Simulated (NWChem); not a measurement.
# TiHOF₃; SMILES [OH][Ti]([F])([F])[F]

```xyz
6

Ti    -0.0001     0.0168    -0.0110
F      1.3975    -0.7152    -0.7358
F     -0.0021     1.7262    -0.3128
F     -1.4093    -0.7146    -0.7137
O      0.0133    -0.2634     1.7121
H      0.0201    -0.9300     2.4049
```
Atoms are numbered in this order, from 1.

Results from NWChem. The geometry was optimised at PBE0/def2-SVP. Ions are spin-unrestricted doublets at the neutral geometry; other ion states weren't tried.

Task: Predict the results for CAM-B3LYP/def2-SVP. Quantities: vertical ionisation energy, ΔSCF (eV); −ε(HOMO) (eV).

Result: 
| Item | Result |
|---|---|
| vertical ionisation energy, ΔSCF (eV) | 13.06 |
| −ε(HOMO) (eV) | 11.81 |
